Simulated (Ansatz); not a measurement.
`[OH][GeH2][SiH](O)Cl`, relaxed with RKS PBE0-D4/def2-TZVP in Ansatz 0.2.0 from a PBE-D4/def2-SVP geometry. The force threshold is 0.005 eV/Å; the program also tests the step.

Total charge 0; spin multiplicity 1.

Start:

```xyz
10

O     2.353    0.214    0.158
Ge    0.876    0.438   -0.857
Si   -0.995    0.140    0.624
O    -2.339   -0.554   -0.094
Cl   -0.156   -1.134    2.088
H     2.111   -0.352    0.919
H     1.004    1.844   -1.497
H     0.819   -0.642   -1.987
H    -1.517    1.349    1.333
H    -2.156   -1.303   -0.689
```

```tsv
step	energy (eV)	largest force (eV/Å)	largest move (Å)
1	-81081.1136	0.699	0.000
2	-81081.1647	0.503	0.080
3	-81081.1747	0.190	0.040
4	-81081.1796	0.088	0.058
5	-81081.1808	0.062	0.016
6	-81081.1820	0.051	0.029
7	-81081.1823	0.068	0.038
8	-81081.1828	0.040	0.014
9	-81081.1831	0.042	0.018
10	-81081.1833	0.048	0.027
11	-81081.1835	0.026	0.013
12	-81081.1837	0.027	0.027
13	-81081.1837	0.025	0.011
14	-81081.1838	0.018	0.002
15	-81081.1838	0.007	0.004
16 (rejected)	-81081.1838	0.022	0.003
17	-81081.1838	0.003	0.002
```

End:

```xyz
10

O     2.355    0.376    0.168
Ge    0.873    0.416   -0.828
Si   -1.003    0.109    0.627
O    -2.341   -0.458   -0.127
Cl   -0.306   -1.253    2.027
H     2.300   -0.299    0.851
H     0.920    1.772   -1.545
H     0.911   -0.725   -1.873
H    -1.447    1.308    1.367
H    -2.263   -1.247   -0.666
```

Run time 77 s (4 threads of an Arm Neoverse V2 on a shared host); peak host memory 0.71 GiB.
